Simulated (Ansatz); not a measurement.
Relaxation of Cl3H5Si2 (10 atoms, charge 0, multiplicity 1), to a largest force component of 0.03 eV/Å in at most 50 steps.

The calculation used RKS B3LYP/def2-SVP (Ansatz).

```xyz
10
Properties=species:S:1:pos:R:3:forces:R:3
Si -1.186 -0.596 -0.061 -1.02 -0.94 -0.04
Cl 2.024 -1.402 0.878 0.35 0.29 -0.33
Cl -0.616 -1.962 -1.526 0.00 -0.01 -0.01
Cl -1.337 -1.499 1.802 -0.01 0.00 0.01
H -2.577 -0.195 -0.405 0.00 -0.01 -0.01
H 2.222 -0.555 -0.105 0.05 -0.47 0.41
Si 0.156 1.224 -0.112 0.59 1.12 -0.02
H 0.562 1.672 1.248 0.01 0.00 0.00
H 1.372 0.996 -0.948 0.02 -0.01 -0.01
H -0.620 2.317 -0.772 -0.01 0.02 0.00
```

Question: Where does it end, and by what steps?

Answer: The run converged. The force dipped under the threshold on the way, but the program's further checks kept it going. After 30 steps the energy has fallen by 0.317 eV; Cl2 moved furthest, 1.17 Å.

```
step  energy less start (eV)  largest force component (eV/Å)  accepted
   0                  0.0000                           1.119       yes
   2                 -0.1545                           0.761       yes
   4                 -0.1992                           0.178       yes
   6                 -0.2059                           1.159        no
   8                 -0.2329                           0.328       yes
  10                 -0.2563                           0.693       yes
  12                 -0.2831                           0.042       yes
  14                 -0.2861                           0.065       yes
  16                 -0.2882                           0.183       yes
  18                 -0.2978                           0.029       yes
  20                 -0.2999                           0.357        no
  22                 -0.3033                           0.029       yes
  24                 -0.3084                           0.133       yes
  26                 -0.3110                           0.171       yes
  28                 -0.3152                           0.081       yes
  30                 -0.3171                           0.008       yes
```

```xyz
10
Properties=species:S:1:pos:R:3
Si -1.310 -0.526 -0.207
Cl 3.111 -1.080 0.600
Cl -0.167 -2.167 -0.856
Cl -2.089 -0.949 1.672
H -2.447 -0.438 -1.159
H 2.063 -1.671 0.118
Si 0.022 1.408 -0.064
H 0.956 1.270 1.083
H 0.762 1.596 -1.343
H -0.902 2.558 0.155
```

Run time: 76 s on 2 threads of Intel(R) Xeon(R) Platinum 8488C (Sapphire Rapids) (shared host), peak memory 0.31 GiB.
